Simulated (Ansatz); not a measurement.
The cluster GeO₄H₄, relaxed as a singlet with RKS PBE-D4/def2-SVP in Ansatz, starting from the GFN1-xTB geometry. Force threshold 0.02 eV/Å.

The structure holds one bond between oxygen atoms, so isomers without such links may lie far lower. Another isomer (singlet) lies 0.30 eV lower at PBE0-D4/def2-TZVP; other spin states weren't run for this one.

Start:

```xyz
9

Ge    0.872    0.581   -0.668
O    -0.083   -1.565    0.825
O    -0.738   -2.084   -0.326
O     1.610    1.448    0.700
O    -0.603    1.628   -0.677
H     1.076    2.194    0.979
H    -1.291    1.413   -1.305
H     0.396   -0.794    0.413
H    -1.238   -2.820    0.059
```

```
         step  energy (eV)  largest force component (eV/Å)  SCF passes
            1  -64739.0159                           1.173          29
            2  -64739.3648                           0.865          35
            3  -64739.4465                           0.482          33
            4  -64739.4860                           1.593          36
            5  -64739.5643                           0.621          35
            6  -64739.6025                           0.606          31
            7  -64739.6313                           0.389          30
            8  -64739.6365                           1.458          34
            9  -64739.6861                           1.049          35
           10  -64739.7219                           0.485          31
           11  -64739.7413                           0.414          34
           13  -64739.7647                           0.163          36
           15  -64739.7736                           0.352          30
           17  -64739.7938                           0.579          30
           19  -64739.8623                           1.475          35
           21  -64740.0660                           0.527          31
23 (rejected)  -64740.1013                           0.216          29
           25  -64740.1336                           0.102          30
           27  -64740.1390                           0.260          29
           29  -64740.1416                           0.091          30
           31  -64740.1427                           0.035          30
           32  -64740.1428                           0.012          31
```

Force components are those of the run's own axes.

End:

```xyz
9

Ge    1.0861    0.7347   -0.6754
O     0.5833   -1.3665    0.4170
O    -0.8579   -1.4610    0.5682
O     1.1867    1.5944    0.9030
O    -0.8095    0.7891   -0.7365
H     0.2923    1.7305    1.2782
H    -1.1422    0.6697   -1.6469
H     0.7653   -2.1016   -0.2088
H    -1.1041   -0.5892    0.1012
```

By distances, no bond broke or formed. The bond that changes most is Ge1–O5, from 1.81 to 1.90 Å (atoms count from 1). A close non-bonded pair moves further: O5–H9, from 4.55 to 1.64 Å.

No frequencies were taken in this run, so the end may be a saddle point.

Run time 28 s (4 threads of Arm Neoverse V2 on a shared host).
